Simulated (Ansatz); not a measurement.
All values below come from PBE-D3(BJ)/def2-SVP run with Ansatz (a quantum-chemistry and plane-wave program). No frequencies were computed at this level.

Ansatz 0.2 input:
```yaml
crystal:
  periodic: [false, false, false]
  atoms:
    - { symbol: C, position_ang: [2.427363, -0.723109, -0.110824] }
    - { symbol: C, position_ang: [1.2693, -1.379646, -0.226893] }
    - { symbol: C, position_ang: [0.01516, -0.664383, -0.113786] }
    - { symbol: C, position_ang: [-0.015219, 0.665455, 0.10689] }
    - { symbol: C, position_ang: [-1.269345, 1.380853, 0.219131] }
    - { symbol: C, position_ang: [-2.427409, 0.723694, 0.106564] }
    - { symbol: Sn, position_ang: [-2.017709, -1.348192, -0.230447] }
    - { symbol: Sn, position_ang: [2.017628, 1.347305, 0.234641] }
    - { symbol: H, position_ang: [3.376595, -1.220511, -0.189458] }
    - { symbol: H, position_ang: [1.228037, -2.445336, -0.406153] }
    - { symbol: H, position_ang: [-1.228037, 2.447323, 0.393926] }
    - { symbol: H, position_ang: [-3.376656, 1.221223, 0.184027] }
    - { symbol: H, position_ang: [-2.5306, -2.413316, 0.965354] }
    - { symbol: H, position_ang: [-2.530891, -1.984025, -1.70016] }
    - { symbol: H, position_ang: [2.542246, 2.422794, -0.94683] }
    - { symbol: H, position_ang: [2.519538, 1.969869, 1.714019] }
basis:
  gaussian: { orbitals: def2-svp }
hamiltonian:
  xc: pbe
  dispersion: d3bj
relax:
  max_steps: 150
```

Output:

```
Functional definition: PBE
1994 factors; their error is unknown
mean field evaluation 1: about -17978.9607 eV, gradient 8.1e1 eV
mean field evaluation 2: about -17860.1746 eV, gradient 2.0e2 eV
mean field evaluation 4: about -17995.3749 eV, gradient 3.2e1 eV
mean field evaluation 8: about -17998.3090 eV, gradient 2.7e-1 eV
mean field evaluation 16: about -17998.2372 eV, gradient 1.1e-3 eV
mean field -17998.23720893 eV, -661.4230177848 hartree, gradient 1.8e-5 eV, S^2 0.000000; 0 other end points of the search recorded, 0 dependent functions left out
reference -17998.23726325 eV, -661.4230197809 hartree; 44, 44 occupied and 132, 132 virtual orbitals, 1994 factors
relax step   1: F+E_penalty+E_count = -17998.76817542 eV  Δ(F+E_penalty+E_count) = +0.000e0 eV  max|allowed force component| = 9.857e-1 eV/Å  Δτ_max = 0.0000 Å  (34 SCF iters, accepted)
these checks for a lower state are left out or cut short: starts, cluster_reference, orbital_swaps, neighbouring_geometries, increment
1994 factors; their error is unknown
mean field -17998.44851307 eV, -661.4307830686 hartree, gradient 1.1e-5 eV, S^2 0.000000; 0 other end points of the search recorded, 0 dependent functions left out
reference -17998.44856809 eV, -661.4307850906 hartree; 44, 44 occupied and 132, 132 virtual orbitals, 1994 factors
relax step   2: F+E_penalty+E_count = -17998.97369132 eV  Δ(F+E_penalty+E_count) = -2.055e-1 eV  max|allowed force component| = 3.033e-1 eV/Å  Δτ_max = 0.1044 Å  (34 SCF iters, accepted)
these checks for a lower state are left out or cut short: starts, cluster_reference, orbital_swaps, neighbouring_geometries, increment
1994 factors; their error is unknown
mean field evaluation 32: about -17998.4710 eV, gradient 3.2e-1 eV
mean field -17998.47122878 eV, -661.4316178558 hartree, gradient 1.2e-5 eV, S^2 0.000000; 0 other end points of the search recorded, 0 dependent functions left out
reference -17998.47128376 eV, -661.4316198761 hartree; 44, 44 occupied and 132, 132 virtual orbitals, 1994 factors
relax step   3: F+E_penalty+E_count = -17998.99676291 eV  Δ(F+E_penalty+E_count) = -2.307e-2 eV  max|allowed force component| = 8.850e-2 eV/Å  Δτ_max = 0.0583 Å  (34 SCF iters, accepted)
these checks for a lower state are left out or cut short: starts, cluster_reference, orbital_swaps, neighbouring_geometries, increment
1994 factors; their error is unknown
mean field -17998.47231772 eV, -661.4316578736 hartree, gradient 1.4e-5 eV, S^2 0.000000; 0 other end points of the search recorded, 0 dependent functions left out
reference -17998.47237265 eV, -661.4316598921 hartree; 44, 44 occupied and 132, 132 virtual orbitals, 1994 factors
relax step   4: F+E_penalty+E_count = -17998.99800115 eV  Δ(F+E_penalty+E_count) = -1.238e-3 eV  max|allowed force component| = 3.959e-2 eV/Å  Δτ_max = 0.0125 Å  (35 SCF iters, accepted)
these checks for a lower state are left out or cut short: starts, cluster_reference, orbital_swaps, neighbouring_geometries, increment
1994 factors; their error is unknown
mean field -17998.47226302 eV, -661.4316558633 hartree, gradient 1.4e-5 eV, S^2 0.000000; 0 other end points of the search recorded, 0 dependent functions left out
reference -17998.47231794 eV, -661.4316578815 hartree; 44, 44 occupied and 132, 132 virtual orbitals, 1994 factors
relax step   5: F+E_penalty+E_count = -17998.99807807 eV  Δ(F+E_penalty+E_count) = -7.692e-5 eV  max|allowed force component| = 3.303e-2 eV/Å  Δτ_max = 0.0041 Å  (35 SCF iters, accepted)
these checks for a lower state are left out or cut short: starts, cluster_reference, orbital_swaps, neighbouring_geometries, increment
1994 factors; their error is unknown
mean field -17998.47237503 eV, -661.4316599794 hartree, gradient 1.2e-5 eV, S^2 0.000000; 0 other end points of the search recorded, 0 dependent functions left out
reference -17998.47242994 eV, -661.4316619975 hartree; 44, 44 occupied and 132, 132 virtual orbitals, 1994 factors
relax step   6: F+E_penalty+E_count = -17998.99814115 eV  Δ(F+E_penalty+E_count) = -6.309e-5 eV  max|allowed force component| = 1.864e-2 eV/Å  Δτ_max = 0.0045 Å  (27 SCF iters, accepted)
these checks for a lower state are left out or cut short: starts, cluster_reference, orbital_swaps, neighbouring_geometries, increment
1994 factors; their error is unknown
mean field -17998.47237404 eV, -661.4316599433 hartree, gradient 2.3e-5 eV, S^2 0.000000; 0 other end points of the search recorded, 0 dependent functions left out
reference -17998.47242896 eV, -661.4316619617 hartree; 44, 44 occupied and 132, 132 virtual orbitals, 1994 factors
relax step   7: F+E_penalty+E_count = -17998.99814417 eV  Δ(F+E_penalty+E_count) = -3.022e-6 eV  max|allowed force component| = 1.215e-2 eV/Å  Δτ_max = 0.0049 Å  (26 SCF iters, accepted)
these checks for a lower state are left out or cut short: starts, cluster_reference, orbital_swaps, neighbouring_geometries, increment
1994 factors; their error is unknown
mean field evaluation 64: about -17998.4724 eV, gradient 8.8e-2 eV
mean field -17998.47239098 eV, -661.4316605658 hartree, gradient 1.0e-5 eV, S^2 0.000000; 0 other end points of the search recorded, 0 dependent functions left out
reference -17998.47244590 eV, -661.4316625840 hartree; 44, 44 occupied and 132, 132 virtual orbitals, 1994 factors
relax step   8: F+E_penalty+E_count = -17998.99817378 eV  Δ(F+E_penalty+E_count) = -2.961e-5 eV  max|allowed force component| = 8.351e-4 eV/Å  Δτ_max = 0.0026 Å  (26 SCF iters, accepted)
1994 factors; their error is unknown
mean field -17998.47239098 eV, -661.4316605658 hartree, gradient 1.0e-5 eV, S^2 0.000000; 1 other end points of the search recorded, 0 dependent functions left out
reference -17998.47244590 eV, -661.4316625840 hartree; 44, 44 occupied and 132, 132 virtual orbitals, 1994 factors
Total energy: -17998.99822870 eV, -661.4509847455 hartree
Atom 0 at     2.490569    -0.737056    -0.111041 Å, force     0.000122     0.000205    -0.000051 eV/Å
Atom 1 at     1.302577    -1.396358    -0.225733 Å, force    -0.000005    -0.000166     0.000132 eV/Å
Atom 2 at     0.023323    -0.678333    -0.112655 Å, force    -0.000575     0.000172     0.000027 eV/Å
Atom 3 at    -0.023320     0.678463     0.111893 Å, force     0.000596    -0.000200     0.000072 eV/Å
Atom 4 at    -1.302576     1.396456     0.225144 Å, force    -0.000025     0.000157    -0.000034 eV/Å
Atom 5 at    -2.490569     0.737095     0.110810 Å, force    -0.000134    -0.000219     0.000103 eV/Å
Atom 6 at    -2.044162    -1.344464    -0.231893 Å, force    -0.000234     0.000781     0.000166 eV/Å
Atom 7 at     2.044162     1.344438     0.232055 Å, force     0.000229    -0.000835     0.000086 eV/Å
Atom 8 at     3.458190    -1.253482    -0.192115 Å, force     0.000027     0.000068     0.000009 eV/Å
Atom 9 at     1.274672    -2.486593    -0.406410 Å, force    -0.000161     0.000351    -0.000125 eV/Å
Atom 10 at    -1.274677     2.486708     0.405725 Å, force     0.000183    -0.000335     0.000118 eV/Å
Atom 11 at    -3.458192     1.253473     0.192168 Å, force    -0.000018    -0.000032    -0.000255 eV/Å
Atom 12 at    -2.546373    -2.425805     1.019247 Å, force     0.000071    -0.000286    -0.000021 eV/Å
Atom 13 at    -2.534786    -1.964532    -1.768672 Å, force     0.000246    -0.000100     0.000005 eV/Å
Atom 14 at     2.547259     2.426525    -1.018069 Å, force    -0.000114     0.000133    -0.000135 eV/Å
Atom 15 at     2.533906     1.963463     1.769546 Å, force    -0.000209     0.000306    -0.000098 eV/Å
Dipole moment:    -0.000001     0.000005    -0.000024 e Å
```

Cost: very roughly 50 core-seconds.
